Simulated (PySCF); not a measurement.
A geometry optimisation, step by step.

Species: C2H8GeS.
Atom-mapped SMILES: `[CH3:1][S:2][GeH2:3][CH3:4]` (hydrogens: H5, H6, H7 on C1; H8, H9 on Ge3; H10, H11, H12 on C4)

Computed by this run: PBE0-D3(BJ)/def2-SVP geometry optimisation, gas phase in PySCF 2.14.0; density fitting, grid level 1; the optimiser is geomeTRIC in internal coordinates, started from a GFN2-xTB structure with every atom displaced at random (about 0.01 Å). The frame can shift and turn from step to step; on so coarse a grid that alone can change the energy by a few meV, and forces under 0.02 eV/Å are noise.

Step 0: E = -69533.2409 eV, largest atomic force 2.496 eV/Å
```
atom  x, y, z in Å  |  force x, y, z in eV/Å
C1      2.494   -0.033   -0.015   -2.067   1.394  -0.120
S2      1.017   -0.923    0.606    0.111  -0.222   0.062
Ge3    -0.615    0.361   -0.202    0.500   0.098   0.637
C4     -2.304   -0.424    0.257   -0.834   0.184   0.503
H5      3.340   -0.612    0.224    1.413  -0.907   0.432
H6      2.534    0.969    0.460    0.244  -0.331  -0.098
H7      2.412    0.104   -1.097    0.152  -0.048  -0.227
H8     -0.423    1.774    0.352   -0.095   0.243   0.252
H9     -0.395    0.508   -1.672    0.025  -0.062  -1.017
H10    -3.152    0.163   -0.142    0.233   0.011  -0.072
H11    -2.467   -0.480    1.349    0.237   0.057  -0.111
H12    -2.401   -1.435   -0.129    0.081  -0.418  -0.241
```

Step 1: E = -69533.3482 eV, largest atomic force 0.658 eV/Å
```
atom  x, y, z in Å  |  force x, y, z in eV/Å
C1      2.419   -0.221   -0.196    0.556  -0.316   0.154
S2      0.980   -0.951    0.635   -0.087   0.091  -0.059
Ge3    -0.578    0.461   -0.105   -0.069   0.031  -0.250
C4     -2.306   -0.292    0.410    0.160   0.003  -0.173
H5      3.295   -0.864    0.041   -0.348   0.205  -0.091
H6      2.646    0.789    0.168   -0.052   0.098   0.049
H7      2.298   -0.198   -1.286   -0.050  -0.013  -0.092
H8     -0.376    1.874    0.511    0.004  -0.141  -0.048
H9     -0.409    0.580   -1.661   -0.069  -0.036   0.375
H10    -3.123    0.338    0.036   -0.051   0.044  -0.017
H11    -2.371   -0.347    1.502   -0.018  -0.004   0.152
H12    -2.418   -1.305   -0.003    0.024   0.037   0.000
```

Step 2: E = -69533.3609 eV, largest atomic force 0.149 eV/Å
```
atom  x, y, z in Å  |  force x, y, z in eV/Å
C1      2.435   -0.222   -0.193    0.146  -0.014   0.024
S2      0.976   -0.953    0.608   -0.033   0.003  -0.010
Ge3    -0.588    0.456   -0.117    0.005  -0.009  -0.039
C4     -2.307   -0.287    0.411    0.029   0.004   0.017
H5      3.295   -0.867    0.050   -0.079   0.024  -0.009
H6      2.650    0.788    0.187   -0.030  -0.009  -0.010
H7      2.325   -0.190   -1.287   -0.012   0.005   0.006
H8     -0.373    1.857    0.495    0.018   0.010   0.015
H9     -0.442    0.573   -1.652   -0.026  -0.007   0.017
H10    -3.127    0.348    0.045    0.004  -0.001   0.005
H11    -2.364   -0.344    1.508   -0.015  -0.005  -0.015
H12    -2.423   -1.298   -0.004   -0.006  -0.001   0.000
```

Step 3: E = -69533.3622 eV, largest atomic force 0.033 eV/Å
```
atom  x, y, z in Å  |  force x, y, z in eV/Å
C1      2.441   -0.222   -0.188    0.004   0.031  -0.001
S2      0.971   -0.962    0.587   -0.017  -0.013  -0.005
Ge3    -0.590    0.453   -0.130    0.015   0.004   0.016
C4     -2.306   -0.283    0.415    0.004   0.000   0.021
H5      3.293   -0.870    0.059    0.012  -0.017   0.007
H6      2.646    0.785    0.204   -0.006  -0.007  -0.005
H7      2.342   -0.179   -1.283    0.001   0.001   0.008
H8     -0.360    1.851    0.484    0.012   0.005   0.003
H9     -0.464    0.569   -1.664   -0.015   0.001  -0.030
H10    -3.126    0.356    0.057    0.001  -0.001  -0.001
H11    -2.357   -0.342    1.511   -0.004  -0.003  -0.010
H12    -2.432   -1.293   -0.001   -0.005  -0.002  -0.004
```

Step 4: E = -69533.3630 eV, largest atomic force 0.094 eV/Å
```
atom  x, y, z in Å  |  force x, y, z in eV/Å
C1      2.447   -0.224   -0.181   -0.086   0.036  -0.007
S2      0.962   -0.980    0.552    0.006  -0.016  -0.007
Ge3    -0.593    0.447   -0.150    0.011   0.007   0.030
C4     -2.306   -0.276    0.421   -0.017   0.001   0.013
H5      3.291   -0.876    0.073    0.055  -0.027   0.012
H6      2.637    0.777    0.233    0.012  -0.002   0.003
H7      2.368   -0.160   -1.276    0.010  -0.005   0.003
H8     -0.336    1.841    0.465    0.006   0.003  -0.007
H9     -0.499    0.563   -1.686   -0.004   0.005  -0.027
H10    -3.126    0.370    0.077    0.000  -0.002  -0.003
H11    -2.343   -0.339    1.518    0.007   0.000  -0.004
H12    -2.447   -1.283    0.005   -0.001   0.001  -0.005
```

Step 5: E = -69533.3633 eV, largest atomic force 0.082 eV/Å
```
atom  x, y, z in Å  |  force x, y, z in eV/Å
C1      2.449   -0.226   -0.173   -0.080   0.015  -0.002
S2      0.953   -1.001    0.518    0.016  -0.009  -0.007
Ge3    -0.594    0.441   -0.168    0.001   0.003   0.021
C4     -2.305   -0.268    0.427   -0.019   0.004   0.002
H5      3.291   -0.880    0.087    0.040  -0.013   0.007
H6      2.626    0.768    0.262    0.014   0.000   0.005
H7      2.392   -0.144   -1.268    0.010  -0.006  -0.002
H8     -0.311    1.831    0.444    0.003   0.000  -0.009
H9     -0.528    0.559   -1.707    0.004   0.004  -0.011
H10    -3.124    0.387    0.096    0.000  -0.001  -0.002
H11    -2.328   -0.333    1.524    0.010   0.000   0.001
H12    -2.463   -1.272    0.009    0.002   0.002  -0.004
```

Step 6: E = -69533.3634 eV, largest atomic force 0.031 eV/Å
```
atom  x, y, z in Å  |  force x, y, z in eV/Å
C1      2.447   -0.230   -0.167   -0.031  -0.003   0.003
S2      0.946   -1.018    0.495    0.012  -0.003  -0.004
Ge3    -0.594    0.437   -0.180   -0.006  -0.001   0.007
C4     -2.306   -0.259    0.430   -0.010   0.005  -0.005
H5      3.290   -0.884    0.098    0.010   0.000   0.002
H6      2.616    0.759    0.282    0.006   0.001   0.002
H7      2.406   -0.137   -1.261    0.005  -0.003  -0.002
H8     -0.290    1.824    0.429    0.001   0.000  -0.005
H9     -0.543    0.556   -1.720    0.006   0.001   0.001
H10    -3.123    0.402    0.108    0.000   0.001   0.000
H11    -2.317   -0.327    1.527    0.005   0.000   0.002
H12    -2.475   -1.261    0.011    0.002   0.002  -0.001
```

Step 7: E = -69533.3635 eV, largest atomic force under 0.02 eV/Å
```
atom  x, y, z in Å  |  force x, y, z in eV/Å
C1      2.445   -0.235   -0.164    0.004  -0.006   0.003
S2      0.943   -1.027    0.488    0.003   0.000   0.000
Ge3    -0.593    0.435   -0.184   -0.005  -0.001  -0.001
C4     -2.307   -0.253    0.430   -0.001   0.004  -0.005
H5      3.289   -0.886    0.103   -0.005   0.003   0.000
H6      2.611    0.754    0.288    0.000   0.000   0.000
H7      2.411   -0.139   -1.259    0.000  -0.001  -0.001
H8     -0.280    1.820    0.424    0.000   0.000  -0.001
H9     -0.544    0.555   -1.724    0.004  -0.001   0.004
H10    -3.122    0.412    0.111    0.000   0.002   0.001
H11    -2.314   -0.323    1.527    0.001   0.000   0.001
H12    -2.482   -1.254    0.010    0.000   0.001   0.000
```

Task: Summarise the path.

Result: The energy falls by 2.83 kcal/mol from step 0 to step 7; nine tenths of that is first reached at step 2. It falls at every step. The largest force goes from 2.496 to under 0.02 eV/Å. Among the bonds Ge3–H9 changes most, from 1.493 to 1.545 Å; the atoms move by 0.068 Å rms after alignment.

What follows is the cost of the whole optimisation. Hardware: one thread of an Arm Neoverse V1, shared host. Cost: 54 s wall, 0.47 GiB resident at most.
